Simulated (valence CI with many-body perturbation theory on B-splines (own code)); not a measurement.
**Level structure of Nb³⁴⁺**

Calculated by valence CI with perturbative core correlation (CI+MBPT): five valence electrons over a frozen Dirac-Fock core [He], a basis of 11 s, 11 p, 10 d, 8 f, 5 g, 2 h functions for each j, with the one-electron correlation potential Σ1, the two-electron term Σ2, the three-electron term Σ3, Breit, model QED; selected CI, second order for the rest, scaled by the run's own slope (own B-spline code, finite nucleus).

No measured spectrum was set against this ion. As an estimate, large intervals hold to a few tenths of a per cent, small ones and those within an open d or f shell to about a per cent. Among the levels kept, up to 10000 cm⁻¹ of a level comes from second order outside the variational space, and about a tenth of that is noise between levels of different J, which matters for small intervals.

Levels 46 to 90 of 204, with energies above the lowest level, (2s^2 2p1/2^2 2p3/2) J=3/2. "Leading %" is the weight of the configuration and term that name the level; weights of strongly mixed levels are sums over their largest components and can fall short. In the jj column 3d3/2^4 stands for four electrons in 3d with j = 3/2. Lifetimes count E1, E2, E3, M1 and M2 decay at the calculated energies, and are blank where another channel may lead or the interval is too uncertain; long ones can be off by a factor of two.

```tsv
No.	Configuration	Term	J	E (Ry)	Leading %	Leading jj	Lifetime
46	2s2 2p2 3d	4P	5/2	201.98	40	2s^2 2p1/2 2p3/2 3d5/2 (70 %)	9.49 fs
47	2s2 2p2 3d	4D	3/2	202.07	41	2s^2 2p1/2 2p3/2 3d5/2 (82 %)	15.3 fs
48	2s2 2p2 3d	2G	9/2	202.39	53	2s^2 2p1/2 2p3/2 3d5/2 (98 %)	133 ps
49	2s2 2p2 3d	4D	5/2	202.62	39	2s^2 2p1/2 2p3/2 3d3/2 (52 %)	7.63 fs
50	2s2 2p2 3d	4P	3/2	202.71	44	2s^2 2p1/2 2p3/2 3d3/2 (81 %)	5.97 fs
51	2s2 2p2 3d	4P	1/2	202.90	46	2s^2 2p1/2 2p3/2 3d3/2 (93 %)	6.13 fs
52	2s2 2p2 3d	2D	5/2	203.26	59	2s^2 2p1/2 2p3/2 3d5/2 (79 %)	5.50 fs
53	2s2 2p2 3d	2F	7/2	203.45	55	2s^2 2p1/2 2p3/2 3d5/2 (85 %)	6.36 fs
54	2s2 2p2 3d	2D	3/2	203.53	66	2s^2 2p1/2 2p3/2 3d5/2 (95 %)	8.79 fs
55	2s2 2p2 3d	2P	1/2	203.71	70	2s^2 2p1/2 2p3/2 3d5/2 (90 %)	8.18 fs
56	2s2 2p2 3p	2P°	3/2	203.74	26	2s^2 2p3/2^2 3p1/2 (93 %)	1.61 ps
57	2s2 2p2 3p	2D°	5/2	204.00	49	2s^2 2p3/2^2 3p1/2 (94 %)	4.07 ps
58	2s 2p3 3p	6P	3/2	204.20	48	2s 2p1/2^2 2p3/2 3p1/2 (84 %)	363 fs
59	2s 2p3 3s	4D°	1/2	204.35	47	2s 2p1/2^2 2p3/2 3s (82 %)	64.1 fs
60	2s 2p3 3p	6P	5/2	204.35	36	2s 2p1/2^2 2p3/2 3p1/2 (79 %)	113 fs
61	2s 2p3 3s	4D°	3/2	204.59	25	2s 2p1/2^2 2p3/2 3s (88 %)	104 fs
62	2s2 2p2 3p	2D°	5/2	205.21	53	2s^2 2p3/2^2 3p3/2 (96 %)	4.45 ps
63	2s2 2p2 3p	2P°	1/2	205.22	54	2s^2 2p3/2^2 3p3/2 (72 %)	1.10 ps
64	2s2 2p2 3p	4D°	7/2	205.27	51	2s^2 2p3/2^2 3p3/2 (95 %)	5.73 ps
65	2s2 2p2 3p	2P°	1/2	206.12	85	2s^2 2p3/2^2 3p1/2 (79 %)	3.34 ps
66	2s 2p3 3p	6P	7/2	206.21	58	2s 2p1/2^2 2p3/2 3p3/2 (84 %)	1.93 ps
67	2s 2p3 3p	4P	3/2	206.69	48	2s 2p1/2^2 2p3/2 3p3/2 (87 %)	33.8 fs
68	2s2 2p2 3p	2P°	3/2	207.06	63	2s^2 2p3/2^2 3p3/2 (94 %)	707 fs
69	2s 2p3 3p	4P	5/2	207.21	41	2s 2p1/2^2 2p3/2 3p3/2 (78 %)	34.0 fs
70	2s 2p3 3p	4P	1/2	207.22	50	2s 2p1/2^2 2p3/2 3p3/2 (63 %)	55.5 fs
71	2s 2p3 3s	4D°	5/2	207.44	50	2s 2p1/2 2p3/2^2 3s (86 %)	98.5 fs
72	2s 2p3 3p	4F	3/2	207.80	34	2s 2p1/2^2 2p3/2 3p1/2 (90 %)	65.9 fs
73	2s2 2p2 3p	2P°	3/2	207.82	61	2s^2 2p3/2^2 3p3/2 (90 %)	672 fs
74	2s 2p3 3p	2P	1/2	207.89	35	2s 2p1/2^2 2p3/2 3p1/2 (66 %)	21.8 fs
75	2s 2p3 3s	4S°	3/2	208.40	31	2s 2p1/2 2p3/2^2 3s (84 %)	63.0 fs
76	2s 2p3 3s	4D°	7/2	209.12	95	2s 2p1/2 2p3/2^2 3s (95 %)	57.9 fs
77	2s2 2p2 3d	2F	7/2	209.56	50	2s^2 2p3/2^2 3d5/2 (96 %)	192 fs
78	2s2 2p2 3d	2D	3/2	209.65	42	2s^2 2p3/2^2 3d3/2 (95 %)	8.58 fs
79	2s2 2p2 3d	2D	5/2	209.68	29	2s^2 2p3/2^2 3d3/2 (81 %)	8.36 fs
80	2s2 2p2 3d	2P	1/2	209.70	71	2s^2 2p3/2^2 3d3/2 (56 %)	15.8 fs
81	2s2 2p2 3d	4F	9/2	209.71	52	2s^2 2p3/2^2 3d5/2 (96 %)	131 ps
82	2s 2p3 3d	6D°	5/2	209.93	48	2s 2p1/2^2 2p3/2 3d3/2 (77 %)	138 fs
83	2s2 2p2 3d	2F	7/2	209.97	47	2s^2 2p3/2^2 3d3/2 (94 %)	7.28 fs
84	2s 2p3 3p	4F	5/2	209.99	29	2s 2p1/2^2 2p3/2 3p3/2 (85 %)	67.8 fs
85	2s 2p3 3d	6D°	3/2	210.00	57	2s 2p1/2^2 2p3/2 3d3/2 (80 %)	72.0 fs
86	2s 2p3 3s	2D°	5/2	210.01	72	2s 2p1/2 2p3/2^2 3s (94 %)	49.7 fs
87	2s 2p3 3d	6D°	7/2	210.01	50	2s 2p1/2^2 2p3/2 3d3/2 (59 %)	630 fs
88	2s 2p3 3d	6D°	1/2	210.03	60	2s 2p1/2^2 2p3/2 3d3/2 (82 %)	240 fs
89	2s 2p3 3d	6D°	9/2	210.34	59	2s 2p1/2^2 2p3/2 3d5/2 (84 %)	106 ps
90	2s 2p3 3p	4D	3/2	210.39	33	2s 2p1/2^2 2p3/2 3p3/2 (81 %)	53.2 fs
```

Where two levels of one J and parity lie close, their mixing, g and order are uncertain.
